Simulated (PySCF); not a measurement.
**Ionisation energy of Ca by level of theory**

Ca [Ar] 4s2 (1S) → Ca⁺ [Ar] 4s1 (2S), as a difference of total energies. Computed with PySCF 2.14 in x2c-TZVPall (6s5p3d, 36 functions), with the spin-free X2C one-electron Hamiltonian (Gaussian nucleus). Correlated levels: valence: [Ar] frozen. The calculations carry no spin-orbit coupling.

```csv
method,ionisation energy (eV)
UHF,5.139
BP86,6.209
TPSS,5.997
MP2 (valence),5.641
SCS-MP2 (valence),5.742
CCSD (valence),5.906
```

Question: How much does correlation contribute at MP2 (valence)?

Answer: 5.641 − (5.139) = 0.502 eV, measured against UHF.

Errors of the correlated levels include the incompleteness of this basis and the frozen core.

With two correlated electrons CCSD is exact in that space.

For comparison: 6.113 eV (measured; NIST Atomic Spectra Database, ionization energies).
